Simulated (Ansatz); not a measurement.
The cluster B₂As, relaxed as a doublet with UKS PBE-D4/def2-TZVP in Ansatz, starting from the GFN2-xTB geometry. Force threshold 0.02 eV/Å.

The relaxation made no stability test and no search for a lower SCF solution. The structure comes from a short search, and lower isomers may exist.

Start:

| atom | x (Å) | y (Å) | z (Å) |
| --- | --- | --- | --- |
| B1 | -0.181 | -0.787 | -0.699 |
| B2 | -0.790 | 0.260 | 0.158 |
| As3 | 0.971 | 0.527 | 0.541 |

```csv
step,energy (eV),largest force component (eV/Å),SCF passes
1,-62178.3553,1.437,24
2,-62178.3941,0.486,28
3,-62178.4021,0.037,29
4,-62178.4023,0.027,29
5,-62178.4023,0.026,29
6,-62178.4024,0.001,21
```

Force components are those of the run's own axes.

End:

```xyz
3

B    -0.1553   -0.7958   -0.7041
B    -0.8186    0.2802    0.1734
As    0.9740    0.5156    0.5307
```

By distances, no bond broke or formed. The bond that changes most is B1–B2, from 1.48 to 1.54 Å (atoms count from 1).

No frequencies were taken in this run, so the end may be a saddle point.

Hardware: 4 threads of Arm Neoverse V1 on a shared host. Wall time 4.6 s.
